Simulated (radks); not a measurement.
Coulomb parameter of the 4f shell of neutral holmium in the model configuration [Xe] 4f10 6s2 6p1, as a second difference U = [E(n + 0.5) + E(n - 0.5) - 2 E(n)] / (0.5)^2 with all orbitals relaxed. "Bare": the charge of the atom changes with n. "Screened": the 6p shell takes up the change at fixed total charge, which measures U(4f,4f) + U(6p,6p) - 2 U(4f,6p). Method: scalar-relativistic Kohn-Sham, r2SCAN, spin-unpolarised, spherical densities, finite nucleus; meta-GGA in the generalised Kohn-Sham scheme; Fermi nuclear charge, rms radius 5.2022 fm; computed with a radial shooting solver on a logarithmic mesh with Libxc functionals.

| case | configuration | E - E(n) (eV) |
|---|---|---|
| start | [Xe] 4f10 6s2 6p1 | 0.000 |
| bare +0.5 | [Xe] 4f10.5 6s2 6p1 | -4.533 |
| bare -0.5 | [Xe] 4f9.5 6s2 6p1 | 8.337 |
| screened +0.5 | [Xe] 4f10.5 6s2 6p0.5 | -4.115 |
| screened -0.5 | [Xe] 4f9.5 6s2 6p1.5 | 6.455 |

U(bare) = 15.218 eV, U(screened by 6p) = 9.359 eV, against the Slater integral F0(4f,4f) = 32.217 eV with frozen orbitals. The step up makes a negative ion, whose loosely bound charge lowers the bare value.
